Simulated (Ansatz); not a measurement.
Mulliken charges of `CS[SiH](F)S` from ωB97M-V/def2-TZVPP in Ansatz (PBE0-D4/def2-TZVP geometry).

| atom | x (Å) | y (Å) | z (Å) | charge (e) |
| --- | --- | --- | --- | --- |
| C1 | -1.287 | -0.048 | 1.246 | -0.347 |
| S2 | 0.097 | 1.127 | 1.123 | -0.158 |
| Si3 | 1.196 | 0.301 | -0.465 | 0.505 |
| F4 | 1.746 | -1.168 | -0.148 | -0.302 |
| S5 | -0.060 | 0.138 | -2.171 | -0.241 |
| H6 | -1.971 | 0.364 | 1.986 | 0.142 |
| H7 | -1.803 | -0.145 | 0.292 | 0.144 |
| H8 | -0.935 | -1.021 | 1.583 | 0.155 |
| H9 | 2.372 | 1.171 | -0.668 | -0.024 |
| H10 | 0.728 | -0.770 | -2.774 | 0.126 |

Question: By hand: the dipole of these point charges (1 e Å = 4.8032 D).

Answer: Σ q r = (-0.127, 0.058, -0.041) e Å, of length 0.146 e Å = 0.70 D.

Question: How does the dipole of the full density compare? (Estimate.)

Answer: Ansatz gave: (-0.172, -0.105, -0.019) e Å, 0.97 D; the point charges give 0.72 times that, at 56° from its direction.

Point charges leave out the atoms' own dipoles, such as those of lone pairs, and Mulliken's split depends on the basis, so the two needn't agree.
